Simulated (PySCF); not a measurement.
Isomers of C7H13ClOSi, one GFN2-xTB conformer each. Single-point energies are computed at PBE0/pcSseg-1 (PySCF, gas phase, no added dispersion term), electronic only.

Question: Rank them by PBE0/pcSseg-1 energy, lowest first (kcal/mol).
A. `[CH3:1][C:2]#[C:3][CH2:4][Si@H:5]([CH2:6][Cl:7])[O:8][CH2:9][CH3:10]` with C3–C4–Si5–C6 -67°, C4–Si5–C6–Cl7 175°, C4–Si5–O8–C9 176°, Si5–O8–C9–C10 -153°
B. `[CH3:1][C:2]([CH3:3])=[C:4]([CH:5]=[O:6])[CH2:7][SiH2:8][CH2:9][Cl:10]` with C2–C4–C5–O6 -179°, C2–C4–C7–Si8 177°, C4–C7–Si8–C9 -177°, C7–Si8–C9–Cl10 61°
C. `[CH2:1]=[CH:2][CH2:3][C@@H:4]1[CH2:5][C@@:6]1([Cl:7])[CH2:8][O:9][SiH3:10]` with C1–C2–C3–C4 117°, C2–C3–C4–C5 156°, C5–C6–C8–O9 35°, C6–C8–O9–Si10 -178°

Answer: B (0.0), A (0.5), C (12.9).

As drawn, the lowest has a C=O bond and an Si–C bond, which the highest lacks; the highest has a three-membered ring and an Si–O bond, which the lowest lacks. Neighbours under 2.5 kcal/mol apart (CC(C)=C(C=O)C[SiH2]CCl and CC#CC[Si@H](CCl)OCC) can change places with a better method, another conformer or zero-point energy. GFN2-xTB itself gives, in the same order: 27.7, 18.8, 0.0. GFN2-xTB puts C=CC[C@@H]1C[C@@]1(Cl)CO[SiH3] lowest instead; measured from each level's own lowest isomer, the values differ by up to 27.7 kcal/mol (CC(C)=C(C=O)C[SiH2]CCl: 27.7 against 0.0).

Which frontier levels, dipoles and rotational constants go with these structures?

```json
{"SMILES": "CC(C)=C(C=O)C[SiH2]CCl", "HOMO (eV, PBE0/pcSseg-1)": "-6.99", "LUMO (eV)": "-2.09", "dipole (D)": "5.82", "A, B, C (MHz)": "1520, 508.0, 402.3"}
{"SMILES": "CC#CC[Si@H](CCl)OCC", "HOMO (eV, PBE0/pcSseg-1)": "-6.99", "LUMO (eV)": "0.51", "dipole (D)": "1.06", "A, B, C (MHz)": "1265, 461.3, 353.1"}
{"SMILES": "C=CC[C@@H]1C[C@@]1(Cl)CO[SiH3]", "HOMO (eV, PBE0/pcSseg-1)": "-7.45", "LUMO (eV)": "0.14", "dipole (D)": "1.48", "A, B, C (MHz)": "1245, 535.8, 439.6"}
```
